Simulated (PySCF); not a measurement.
## Orbital picture of KB

PBE at R = 2.878 Å; K def2-SVPD, B def2-SVPD; no relativity (PySCF 2.14). State: ³Π (triplet), unpaired electrons σ ↑, π ↑. Only the outer orbitals are listed, counted within each symmetry.

| spin | orbital | occ. | ε (eV) | on K (%) | main shells (%) |
| --- | --- | --- | --- | --- | --- |
| α | 5σ | 1 | -35.40 | 100 | 100 K s |
| α | 2π | 1 | -19.26 | 100 | 100 K p |
| α | 2π | 1 | -19.23 | 100 | 100 K p |
| α | 6σ | 1 | -19.15 | 100 | 100 K p |
| α | 7σ | 1 | -7.87 | 3 | 97 B s |
| α | 8σ | 1 | -2.88 | 37 | 63 B p, 35 K s |
| α | 3π | 1 | -2.54 | 11 | 89 B p, 8 K p |
| α | 3π | 0 | -2.17 | 15 | 85 B p, 12 K p |
| α | 9σ | 0 | -1.90 | 73 | 47 K s, 24 K p, 24 B p |
| α | 4π | 0 | -0.60 | 94 | 91 K p |
| β | 5σ | 1 | -35.36 | 100 | 100 K s |
| β | 2π | 1 | -19.21 | 100 | 100 K p |
| β | 2π | 1 | -19.17 | 100 | 100 K p |
| β | 6σ | 1 | -19.08 | 100 | 100 K p |
| β | 7σ | 1 | -6.40 | 3 | 96 B s |
| β | 8σ | 0 | -1.74 | 82 | 78 K s, 17 B p |
| β | 3π | 0 | -1.63 | 15 | 85 B p, 12 K p |
| β | 3π | 0 | -0.76 | 38 | 62 B p, 35 K p |

Task: Which are the highest filled and the lowest empty level, where do they sit, and how wide is the gap?

Result: Highest filled α 3π at -2.54 eV (in %: 89 B p, 8 K p); lowest empty α 3π at -2.17 eV (in %: 85 B p, 12 K p); the gap at PBE is 0.37 eV. Both belong to one degenerate shell, split only by its one-sided filling, so this is no excitation gap.

The bond order (Mayer) is 0.74. The ⟨S²⟩ is 2.003. The charge on K (Mulliken, basis-dependent) is 0.47. The charge on K (Löwdin, basis-dependent) is 0.43. The dipole moment (positive dipole means K(−)B(+)) is -6.50 D and the polarisability along the bond is 256.0 bohr³. The polarisability across the bond is 123.6 bohr³.

The state was picked by a PBE0 search and need not be the measured ground state.
